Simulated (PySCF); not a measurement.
**How methods differ on the ionisation energy of Sr⁺**

Sr⁺ [Kr] 5s1 (2S) → Sr²⁺ [Kr] (1S), as a difference of total energies. Calculation: PySCF 2.14, in ANO-RCC-VTZP (7s6p3d1f, 47 functions); scalar relativity by spin-free X2C-1e. Correlated levels: valence and next inner shell: [Ar] 3d10 frozen. The calculations carry no spin-orbit coupling.

```
                                method  ionisation energy (eV)
                                   UHF                  10.447
    MP2 (valence and next inner shell)                  10.896
SCS-MP2 (valence and next inner shell)                  10.805
   CCSD (valence and next inner shell)                  10.858
CCSD(T) (valence and next inner shell)                  10.885
```

Task: How much does correlation contribute at CCSD(T) (valence and next inner shell)?

Result: 10.885 − (10.447) = 0.438 eV, measured against UHF.

Errors of the correlated levels include the incompleteness of this basis and the frozen core.

For comparison: 11.030 eV (measured; NIST Atomic Spectra Database, ionization energies).
